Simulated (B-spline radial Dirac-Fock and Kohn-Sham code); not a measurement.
Relativistic shifts of the levels of Nd⁴⁶⁺

System: neodymium as Nd⁴⁶⁺ in the configuration [Ne] 3s2 3p2.

Both columns are ΔSCF binding energies of the configuration average from a B-spline atomic structure program: non-relativistic Hartree-Fock with a point nucleus, and Dirac-Fock with a finite nucleus and the Coulomb interaction alone, averaged over the two j levels with weights 2j+1.

```csv
shell,Hartree-Fock (eV),Dirac-Fock (eV),shift (eV),shift (%)
1s,44596.7,46904.6,+2307.86,+5.17
2s,9509.8,10138.5,+628.65,+6.61
2p,9183.7,9405.1,+221.43,+2.41
3s,3830.1,4020.1,+189.98,+4.96
3p,3725.7,3809.6,+83.87,+2.25
```

Relativity binds 1s, 2s, 2p, 3s, 3p more strongly, among those listed most of all 2s in relative terms.

Values without a named source are computed, but for edge energies of neutral atoms, which are taken from tables.
